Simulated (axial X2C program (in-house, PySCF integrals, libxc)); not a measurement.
# MnCl⁺: from the spin-free to the two-component result

All values were computed with an in-house all-electron X2C program for linear molecules (integrals from PySCF). Spin-free means the one-electron spin-free X2C Hamiltonian; two-component (2c) means X2C with spin–orbit coupling and atomic mean-field two-electron Coulomb and Gaunt terms, so the difference of the two also holds small scalar two-electron terms. Basis: Mn dyall-cv3z [9s10p6d3f2g], Cl dyall-av3z [9s8p3d2f] (cores contracted in-house); Gaussian nuclei, density fitting, unrestricted open shells. Masses: Mn 54.938 u, Cl 34.969 u.

Spin-free state: M_S = 5/2, Λ = 0 (beyond evenly filled blocks: σα, π+α, π-α, δ+α, δ-α); fragments Mn+ + Cl.

| level | Re (Å) | ωe (cm⁻¹) | De (eV) | μ (D) |
| --- | --- | --- | --- | --- |
| PBE0 | 2.096 | 481.9 | 3.032 | -6.52 |
| HF | 2.182 | 460.2 | 1.470 | -8.66 |
| CCSD | 2.135 | 468.2 | 2.742 | n/a |
| CCSD(T) | 2.134 | 466.2 | 2.856 | n/a |
| PW91 | 2.082 | 476.9 | 3.525 | -5.40 |

Correlated methods: 13 electrons correlated (number of frozen shells: Mn 3 s, 2 p; Cl 2 s, 1 p), 261 virtual spin orbitals or spinors in MP2, 90 natural virtuals in coupled cluster.

Dipoles are positive if Cl is the positive end and refer to the centre of mass.

Two-component determinant lowest at the distance of the search:

Ω = 5/2 (⟨Sz⟩ = 2.50, ⟨Lz⟩ = 0.00 at HF); fragments Mn+ + Cl.

```tsv
level	Re (Å)	ωe (cm⁻¹)	De (eV)	μ (D)
PBE0	2.097	481.6	3.027	-6.51
HF	2.182	460.0	1.409	-8.66
CCSD	2.136	468.0	2.706	n/a
CCSD(T)	2.135	466.0	2.821	n/a
PW91	2.082	476.7	3.522	-5.40
```

**Question.** From the two tables, how do the constants change at the CCSD(T) level (2c against spin-free)?

**Answer.** At the CCSD(T) level Re is unchanged within 0.001 Å and ωe stays the same within 0.2 cm⁻¹; De changes by -0.035 eV.

One determinant describes the state; a PBE0 search over occupations chose it and may have missed a lower one. Dissociation energies refer to the lowest single-determinant-based atoms at the same level and basis. Density functionals use the spin component along the axis (collinear). CCSD and (T) use frozen natural virtuals with an MP2 correction for the truncation; (T) itself is uncorrected, so its De runs slightly low. The 2c atoms are single determinants rather than J levels; their spin–orbit lowering is only partly caught, and De is too large by that part. This holds for PBE0, PW91. The functionals have no current-density term, which raises determinants with orbital currents, atoms included. With several unpaired electrons one determinant need not be a pure state. This is the top spin component of a Σ state; components of lower Ω are not single determinants and can lie lower. The stretched end of a curve changes character and is left out.
